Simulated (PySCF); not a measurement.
K(I) cation (IK), SMILES [K][I] (connectivity only; charge and spin as stated), charge +1, multiplicity 2.

The structure is a stationary point at PBE0-D3(BJ)/def2-TZVPD. The multiplicity is an assumed one; other spin states were not compared. The def2 effective core potentials stand for the cores of I; spin–orbit coupling is left out.

Two levels are set side by side: PBE/def2-TZVPD (PySCF) and CAM-B3LYP/def2-TZVPD (PySCF). Same geometry, gas phase. Differences are taken from unrounded values.

| quantity | CAM-B3LYP | PBE | PBE minus CAM-B3LYP |
|---|---|---|---|
| α-spin orbital gap (eV) | 8.78 | 5.29 | -3.49 |
| β-spin orbital gap (eV) | 4.77 | 0.13 | -4.64 |

Rough cost on one machine, each run with all the roots and properties that it gave: CAM-B3LYP against PBE within a factor of 2.
